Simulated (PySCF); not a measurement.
Ti(OH)4 cation (H₄O₄Ti), SMILES [OH][Ti]([OH])([OH])[OH] (connectivity only; charge and spin as stated), charge +1, multiplicity 2. Geometry: PBE-D3(BJ)/def2-SVP. The spin state was assumed, not searched. The isomer is the one that the SMILES or the coordinates give; other isomers of the formula were not compared. One conformer was computed; it need not be the lowest.

All values below come from PySCF 2.14.0 with PBE-D3(BJ)/def2-SVP.

Harmonic wavenumbers (cm⁻¹): 87, 129, 157, 163, 185, 195, 277, 396, 399, 418, 438, 480, 496, 514, 627, 776, 840, 3618, 3628, 3696, 3720. Rotational constants (GHz): 3.644, 3.246, 2.855; symmetry number 1.

**Question.** Work out the zero-point energy and the ideal-gas rigid-rotor harmonic-oscillator thermochemistry at 298.15 K and 1 atm.

**Answer.** ZPE = ½ Σ hcν = ½ × 21240 cm⁻¹ = 30.36 kcal/mol. H − E(el) = 36.79 kcal/mol. Entropy in cal/(mol K): translation 40.16, rotation 26.66, vibration 24.28, spin 1.38, total 92.47. G − E(el) = 9.22 kcal/mol. Cp = 32.83 cal/(mol K). Modes under 150 cm⁻¹ make the vibrational entropy uncertain.
